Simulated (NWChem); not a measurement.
Molecule: C3H5ClSi; SMILES Cl[Si@@H](C#C)C

Results from NWChem. The geometry was optimised at PBE0/def2-SVP. Level: PBE0/def2-SVP with SMD (1 M gas to 1 M solution), gas-phase geometry. Reactions with the solvent are ignored.

For solvent toluene:

```yaml
solvation free energy (kcal/mol): -2.7
cavity-dispersion-structure term (kcal/mol): -0.1
dipole in solution (D): 2.29
```

Question: How do the values read with solvent water instead?

Answer: The solvation free energy (kcal/mol) comes out as 0.8. The cavity-dispersion-structure term (kcal/mol) is 5.5 and the dipole in solution (D) is 2.55.
